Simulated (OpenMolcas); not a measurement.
Ce2+ among 8 point charges of -1 e arranged as a cube (Oh), 2.65 Å from the ion.
```
   1.5300    1.5300    1.5300  -1.00
   1.5300    1.5300   -1.5300  -1.00
   1.5300   -1.5300    1.5300  -1.00
   1.5300   -1.5300   -1.5300  -1.00
  -1.5300    1.5300    1.5300  -1.00
  -1.5300    1.5300   -1.5300  -1.00
  -1.5300   -1.5300    1.5300  -1.00
  -1.5300   -1.5300   -1.5300  -1.00
```

```json
{
 "Program": "OpenMolcas 26.06",
 "Method": "CASSCF",
 "Basis": "ANO-RCC-VDZP [7s6p4d2f1g]",
 "Scalar Hamiltonian": "DKH2, point nucleus",
 "Active space": "2 electrons in 7 orbitals (4f)",
 "State averaging": "2S+1 = 3 even, 21 roots; 2S+1 = 1 even, 27 roots kept (CI in the orbitals of an earlier block)",
 "Spin-orbit coupling": "RASSI with atomic mean-field integrals over the reference wave functions"
}
```

Question: What is the spin-free ground state (labels of O, the rotations of Oh)?

Answer: 3T1, 3-fold in its orbital part, 100 % from free-ion H terms; it has the highest spin that f2 allows.

Question: Where is the first state of the same spin?

Answer: 3E at 37.9 cm-1 above the ground state.

Question: What are the lowest two levels with spin-orbit coupling?

Answer: A 3-fold level T2, then a 2-fold level E 334.0 cm-1 above it. Their leading multiplicities are 3 (98 %) and 3 (98 %).

Question: What is χT at 300 K, and how does it compare with the textbook value?

Answer: Hund's rules give f2 the level 3H4 with g = 0.800, so an isolated free-ion multiplet has χT = g² J(J+1) / 8 = 1.600 cm3 K/mol. The computed 1.508 at 300 K differs by -6 %, through the field's splitting, the mixing of terms and any other multiplet in reach.

This is an electrostatic model: the charges have no orbitals. The first state left out of the spin-orbit step lies near 51000 cm-1 above the lowest spin-free state of the reference (among the parities and spins computed), and the lists stop at four fifths of that energy or lower. No measured value stands beside these numbers.
